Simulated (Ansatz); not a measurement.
A CCSD(T) single point on C3H9FOSn, SMILES `CC(C)[O][SnH2][F]`.

```yaml
crystal:
  periodic: [false, false, false]
  atoms:
    - {symbol: C, position_ang: [-0.040025, -0.780677, -1.828050]}
    - {symbol: C, position_ang: [0.207534, -0.347733, -0.398581]}
    - {symbol: C, position_ang: [-0.296917, -1.367091, 0.604931]}
    - {symbol: O, position_ang: [-0.448687, 0.900598, -0.213738]}
    - {symbol: Sn, position_ang: [0.146625, 2.167416, 1.134580]}
    - {symbol: F, position_ang: [-0.248620, 1.369150, 2.841897]}
    - {symbol: H, position_ang: [0.451817, -1.734113, -2.034959]}
    - {symbol: H, position_ang: [-1.112820, -0.898573, -1.999446]}
    - {symbol: H, position_ang: [0.338787, -0.033687, -2.527849]}
    - {symbol: H, position_ang: [1.294557, -0.223476, -0.258289]}
    - {symbol: H, position_ang: [0.202398, -2.329109, 0.464530]}
    - {symbol: H, position_ang: [-1.372615, -1.511908, 0.477412]}
    - {symbol: H, position_ang: [-0.120222, -1.033509, 1.630256]}
    - {symbol: H, position_ang: [1.843632, 2.291420, 1.111699]}
    - {symbol: H, position_ang: [-0.845444, 3.531303, 0.995617]}
basis:
  gaussian: {orbitals: def2-TZVPP}
correlation: {method: ccsd_t}
```

```sh
$ ansatz run in.yaml --threads 2 --pin off --events-out ev --progress --plain --max-ram 32768MiB --backend cuda --devices 0, --max-vram 18GiB
```

Log, shortened:

```
Functional definition: HF
2129 factors; integrals over basis functions are off by at most 1.2e-3 eV
mean field evaluation 1: about -13780.0969 eV, gradient 5.4e1 eV
mean field evaluation 2: about -13780.3977 eV, gradient 5.4e1 eV
mean field evaluation 4: about -13786.5838 eV, gradient 5.4e0 eV
mean field evaluation 8: about -13786.6862 eV, gradient 4.8e-1 eV
mean field evaluation 16: about -13786.6870 eV, gradient 1.1e-6 eV
mean field -13786.68702577 eV, -506.6514032448 hartree, gradient 1.1e-6 eV, S^2 0.000000; 0 other end points of the search recorded, 0 dependent functions left out
9 core orbitals not correlated: weight in the atoms' cores, before any rotation towards them, 1.000 or more for the frozen orbitals, at most 0.000 for the correlated occupied ones
reference -13786.68702577 eV, -506.6514032448 hartree; 24, 24 occupied and 298, 298 virtual orbitals, 2129 factors
second order -36.62615227 eV of doubles, -0.00000000 eV of singles
cycle   1  -36.51738292 eV  change    1.1e-1 eV  update   1.4e-1
cycle   2  -37.37979588 eV  change   -8.6e-1 eV  update   4.4e-2
cycle   3  -37.60182136 eV  change   -2.2e-1 eV  update   2.4e-2
cycle   4  -37.58711105 eV  change    1.5e-2 eV  update   5.8e-3
cycle   5  -37.58226491 eV  change    4.8e-3 eV  update   2.7e-3
cycle   6  -37.58356484 eV  change   -1.3e-3 eV  update   9.1e-4
cycle   7  -37.58344539 eV  change    1.2e-4 eV  update   4.1e-4
cycle   8  -37.58326218 eV  change    1.8e-4 eV  update   1.2e-4
cycle   9  -37.58331047 eV  change   -4.8e-5 eV  update   4.8e-5
cycle  10  -37.58333728 eV  change   -2.7e-5 eV  update   1.6e-5
perturbative correction -1.30940534 eV, -0.0481197586 hartree
Total energy: -13825.57976838 eV, -508.0806851736 hartree
```

It took 29 s on 2 threads of an AMD EPYC 7R13 on a shared host and a share of an NVIDIA H100 80 GB, with 0.83 GiB of host memory at the peak.

The correlation energy is -38.893 eV, 3.4 % of it from (T); the T1 diagnostic reads 0.0133.
